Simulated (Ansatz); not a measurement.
`O[SiH2][InH][F]` + H–F → `[F][InH][F]` + `O[SiH3]` at 500 K and 1 bar (cleavage of the In–Si bond).

Program: Ansatz. Geometries: PBE0-D4/def2-TZVP. ΔE: electronic, gas phase. CCSD(T)/CBS is the MP2 limit (def2-TZVPP, def2-QZVPP) plus CCSD(T) − MP2 in def2-TZVPP, frozen cores. This one scheme is used for every species. def2 core potentials past Kr. For In outer-core shells are correlated without core-valence functions, which leaves a few kJ/mol of doubt a bond. One conformer a species, not always the lowest.

```
          species  CCSD(T)/CBS energy (Eh)  H − E (kJ/mol)  S (J/(mol·K))
`O[SiH2][InH][F]`               -656.33295           148.6          413.6
              H–F               -100.39570            39.4          188.7
    `[F][InH][F]`               -390.04654            52.1          326.1
        `O[SiH3]`               -366.69042           127.5          292.9
```

H − E and S are ideal-gas, rigid-rotor, harmonic terms from PBE0-D4/def2-TZVP, for one conformer and one mirror image of each species. 1 Eh = 2625.50 kJ/mol, R = 8.31446 J/(mol·K).

Problem. By hand: ΔE, ΔH, ΔS and ΔG.

Solution. ΔE = (-390.04654) + (-366.69042) − (-656.33295) − (-100.39570) = -0.00831 Eh = -21.8 kJ/mol. Δ(H − E) = 52.1 + 127.5 − 148.6 − 39.4 = -8.4, so ΔH = -30.2 kJ/mol. ΔS = 326.1 + 292.9 − 413.6 − 188.7 = 16.7 J/(mol·K). ΔG = -30.2 − 500 × (16.7)/1000 = -38.5 kJ/mol.

Problem. By hand: the equilibrium constant, and the temperature at which ΔG would vanish if ΔH and ΔS stayed fixed.

Solution. log₁₀ K = −ΔG/(RT ln 10) = 4.0. ΔH and −TΔS have one sign here, so there is no such temperature.

ΔH outweighs TΔS. A doubt of 5 kJ/mol in ΔE shifts log₁₀ K by 0.5 here. Other conformers and mirror images would add mixing entropy, several J/(mol·K) or more a flexible species. Modes under 60 cm⁻¹, often nearly free rotors, make the harmonic entropy too high. These are equilibria of isolated gas molecules and say nothing of rates. Largest T1 diagnostic: 0.017 (customary marks: 0.02 for closed shells, 0.045 for open ones).
